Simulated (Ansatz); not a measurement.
MoO2(OH)2 (MoO₄H₂), relaxed as a singlet with RKS PBE0-D4/def2-SVP in Ansatz, starting from the GFN2-xTB geometry. Force threshold 0.02 eV/Å.

In the def2 sets Mo takes a core potential; there is no spin–orbit coupling.

Start:

Cartesian coordinates in Å:
```
Mo 0.352 -0.130 0.139
O 1.413 -1.067 -0.696
O 0.952 0.202 1.632
O -1.164 -1.007 0.317
H -1.881 -1.620 0.509
O 0.127 1.386 -0.730
H 0.201 2.237 -1.172
```

(1) Estimate the energy that the relaxation releases and the steps that it takes.

(2) Does the start keep its bonding and symmetry?

(3) Predict the relaxed structure.

## Answers

(1) 12.2 kcal/mol, in 30 steps; 46 s on 4 threads of Arm Neoverse V2 on a shared host. The force fell under the threshold at step 11, but the optimiser went on and released 0.042 eV more. No frequencies were taken in this run, so the end may be a saddle point.

(2) By distances, no bond broke or formed. The bond that changes most is Mo1–O4, from 1.76 to 1.86 Å (atoms count from 1). Point group C2v at the start, C2 at the end, both within 0.05 Å.

(3) 
```xyz
7

Mo    0.325   -0.119    0.129
O     1.298   -1.266   -0.604
O     1.061    0.402    1.538
O    -1.328   -0.868    0.555
H    -1.665   -1.715    0.241
O     0.103    1.316   -1.040
H     0.206    2.249   -0.819
```
Bond lengths: 4 × Mo–O 1.67 to 1.86 Å; 2 × H–O 0.96 Å.
